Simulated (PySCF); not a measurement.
Problem. Write Cartesian coordinates for `c1cccnc1C#N` as optimised with PBE0-D3(BJ)/def2-TZVP.

Solution. 
```
atom  x, y, z in Å
N1     3.6234   -0.5349   -0.1453
C2     2.4768   -0.4492   -0.1085
C3     1.0493   -0.2873   -0.0568
C4     0.5175    0.9896    0.0951
C5    -0.8597    1.1168    0.1418
C6    -1.6371   -0.0235    0.0362
C7    -1.0018   -1.2502   -0.1126
N8     0.3141   -1.3936   -0.1596
H9     1.1745    1.8462    0.1726
H10   -1.3164    2.0922    0.2590
H11   -2.7182    0.0292    0.0677
H12   -1.5824   -2.1637   -0.1984
```

Orientation and origin are arbitrary. Atoms count from 1 in this order. The 3 C–N bonds span 1.150 Å (N1≡C2, drawn triple) to 1.332 Å (C3–N8, aromatic), a spread of 0.182 Å. The 6-membered ring C3–C4–C5–C6–C7–N8 has internal angles of 117.1° to 124.0°; it is planar, 0.00 Å rms from its mean plane, widest ring torsion 0°. The 8 heavy atoms lie in one plane (0.000 Å rms). The C–C distances run from 1.384 Å (C4–C5, aromatic) to 1.438 Å (C2–C3, drawn single), a spread of 0.054 Å.

Bonds between heavy atoms (Å): N1≡C2 1.150, C2–C3 1.438, C3–C4 1.392, C4–C5 1.384, C5–C6 1.384, C6–C7 1.389, C7–N8 1.325, C3–N8 1.332.

Method used: PySCF, PBE0-D3(BJ)/def2-TZVP geometry optimisation, gas phase.

Point group: Cs (tolerance 0.08 Å). No PBE0-D3(BJ)/def2-TZVP frequencies stand behind this structure, so it isn't proved a minimum.

Hardware: one thread, Arm Neoverse V2 (aarch64), no GPU, shared host with 96 logical CPUs at a one-minute load of 42. Cost: 4.8 min wall, 1.3 GiB resident at most. That covers the optimisation of the geometry.
